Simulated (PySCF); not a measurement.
Si(Cl)2(OH)(NH2), SMILES N[Si](O)(Cl)Cl (H3Cl2NOSi) (CAM-B3LYP/def2-SVP optimised geometry):

```
8

N     -0.869     0.831     0.000
Si    -0.334    -0.768     0.000
O      1.304    -0.768     0.000
Cl    -1.141    -1.687    -1.651
Cl    -0.922    -1.903     1.631
H     -0.464     1.538     0.603
H     -1.748     1.107    -0.420
H      1.748    -1.538     0.372
```

Calculation: CAM-B3LYP/def2-TZVP in PySCF.

What are the frontier orbital energies and the dipole moment?

HOMO-2 -10.73 eV, HOMO-1 -10.35 eV, HOMO -9.58 eV, LUMO 1.28 eV, LUMO+1 2.00 eV; dipole moment 1.55 D.

On the same geometry PBE/def2-TZVP run with PySCF gives HOMO-2 -7.84 eV, HOMO-1 -7.47 eV, HOMO -6.66 eV, LUMO -0.51 eV, LUMO+1 0.17 eV; dipole moment 1.57 D.

Meta-Löwdin charges at CAM-B3LYP/def2-TZVP: N1 -0.74, Si2 1.25, O3 -0.75, Cl4 -0.30, Cl5 -0.33, H6 0.25, H7 0.26, H8 0.36.
